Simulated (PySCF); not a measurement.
In(H)(Cl)(OH) (ClH₂InO), SMILES [Cl][InH][OH].

Geometry: B3LYP-D3(BJ)/def2-TZVP. The def2 effective core potentials stand for the cores of In; spin–orbit coupling is left out. One conformer was computed; it need not be the lowest.

Calculation: IEF-PCM-M06-2X/def2-SVP (PySCF).

The values are the electrostatic part of the solvation free energy, E(continuum) − E(gas) at the gas-phase geometry, in a cavity of scaled van der Waals radii (PySCF's table); cavitation and dispersion terms are not included. A continuum can't describe solvent molecules that bind to the metal. In vacuum the orbital gap is 8.79 eV. The dipole moment in vacuum is 3.88 D.

| solvent | ε | ΔG(elec) (kcal/mol) | dipole (D) | gap (eV) |
|---|---|---|---|---|
| water | 78.36 | [?] | [?] | [?] |
| cyclohexanone | 15.62 | -10.4 | 4.88 | 9.35 |
| chlorobenzene | 5.70 | -8.5 | 4.70 | 9.26 |

**Question.** Complete the blanks. (An estimate is asked for; the answer gives what the named calculation found.)

**Answer.** 
- water, ΔG(elec) (kcal/mol): -11.4
- water, dipole (D): 4.97
- water, gap (eV): 9.39
